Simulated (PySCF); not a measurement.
## Nuclear quadrupole coupling in `Cc1cnn(CC(F)(F)F)c1`

C6H7F3N2.
SMILES with atom numbers: `[CH3:1][c:2]1[cH:3][n:4][n:5]([CH2:6][C:7]([F:8])([F:9])[F:10])[cH:11]1` (hydrogens: H12, H13, H14 on C1; H15 on C3; H16, H17 on C6; H18 on C11)

Cartesian coordinates in Å at the GFN2-xTB level; atoms count from 1:
```
atom  x, y, z in Å
C1     2.973    0.168    0.109
C2     1.601    0.058   -0.456
C3     1.168    0.437   -1.743
N4    -0.115    0.200   -1.906
N5    -0.538   -0.331   -0.760
C6    -1.918   -0.664   -0.589
C7    -2.627    0.320    0.348
F8    -2.141    0.264    1.596
F9    -3.936    0.041    0.434
F10   -2.520    1.587   -0.055
C11    0.466   -0.431    0.146
H12    3.011   -0.272    1.102
H13    3.690   -0.343   -0.532
H14    3.272    1.214    0.178
H15    1.744    0.863   -2.540
H16   -2.042   -1.667   -0.166
H17   -2.401   -0.606   -1.568
H18    0.304   -0.832    1.126
```

Field gradients from the PBE0/pcSseg-1 density (PySCF, non-relativistic), principal values in atomic units, ordered |Vxx| ≤ |Vyy| ≤ |Vzz|:

| atom | Vxx | Vyy | Vzz |
| --- | --- | --- | --- |
| N4 | 0.2135 | 0.8377 | -1.0512 |
| N5 | 0.2853 | 0.5212 | -0.8065 |

**Question.** Find the asymmetry η = (Vxx − Vyy)/Vzz and the couplings χ = eQV/h (234.96 MHz × Q in barn × V in au), with Q(14N) = 0.02044 b.

**Answer.** 
| atom | environment | nucleus | η | χzz (MHz) | χxx (MHz) | χyy (MHz) |
| --- | --- | --- | --- | --- | --- | --- |
| N4 | pyridine-type nitrogen | 14N | 0.59 | -5.05 | 1.03 | 4.02 |
| N5 | pyrrole-type nitrogen | 14N | 0.29 | -3.874 | 1.370 | 2.503 |

The tensor is traceless: Vxx + Vyy + Vzz = 0.

**Question.** What is Vzz at N4 in SI units (1 au = 9.71736 × 10²¹ V/m²)?

**Answer.** -1.0512 au = -10.215 × 10²¹ V/m².

Were the hydrogens deuterons (Q(2H) = 0.00286 b), χzz would run from 192 kHz (H16 and H17) to 232 kHz (H15 and H18).

Isolated species at its GFN2-xTB geometry (one conformer only). GFN2-xTB bond lengths can be off by several hundredths of an ångström, more for odd bonds, and the gradients follow them. These gradients aren't converged with respect to the basis.

These values come from a run that also computed NMR shieldings. The run took 48 s wall on one thread of an Arm Neoverse V2, on a shared host.
